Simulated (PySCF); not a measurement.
C₅H₉N, SMILES CC(=C=CN)C.

The structure is a stationary point at PBE-D3(BJ)/def2-SVP. This is a generated structure with no PubChem entry under its InChIKey; it may be hypothetical. Other conformers were not sampled.

Calculation: PBE-D3(BJ)/def2-SVP run with PySCF 2.14.0.

Harmonic, unscaled wavenumbers; measured fundamentals usually lie a few per cent lower.

```tsv
mode	ν (cm⁻¹)	IR (km/mol)	moving atoms (share of kinetic energy)
1	105	3.8	C 59 %, H 22 %, N 19 %
2	131	5.2	C 41 %, H 38 %, N 21 %
3	155	0.1	H 98 %
4	195	1.1	H 82 %, C 14 %
5	245	13.6	H 62 %, C 30 %, N 8 %
6	330	3.0	C 56 %, H 39 %
7	372	61.3	H 67 %, C 30 %
8	410	7.6	C 57 %, H 37 %
9	525	11.7	C 83 %, H 17 %
10	573	7.1	C 66 %, H 19 %, N 15 %
11	659	289.8	H 70 %, N 26 %
12	727	2.8	C 73 %, H 26 %
13	810	17.4	H 72 %, C 27 %
14	916	0.0	H 69 %, C 31 %
15	933	2.3	H 80 %, C 20 %
16	957	0.6	H 56 %, C 39 %
17	1036	0.8	H 57 %, C 43 %
18	1085	43.3	H 61 %, C 23 %, N 16 %
19	1168	74.5	H 48 %, C 42 %, N 10 %
20	1181	11.1	C 76 %, H 24 %
21	1251	6.1	H 67 %, C 21 %, N 12 %
22	1322	6.5	H 71 %, C 29 %
23	1334	0.1	H 79 %, C 21 %
24	1392	0.0	H 96 %
25	1395	6.6	H 96 %
26	1397	2.2	H 86 %, C 13 %
27	1409	14.9	H 97 %
28	1482	26.1	C 59 %, H 39 %
29	1568	46.6	H 82 %, N 12 %
30	2014	84.0	C 99 %
31	2946	17.7	H 97 %
32	2950	63.5	H 97 %
33	3015	0.9	H 91 %, C 9 %
34	3016	33.7	H 91 %, C 9 %
35	3049	12.8	H 92 %
36	3083	13.0	H 91 %, C 9 %
37	3085	12.1	H 91 %, C 9 %
38	3448	4.5	H 96 %
39	3554	7.0	H 91 %, N 9 %
```
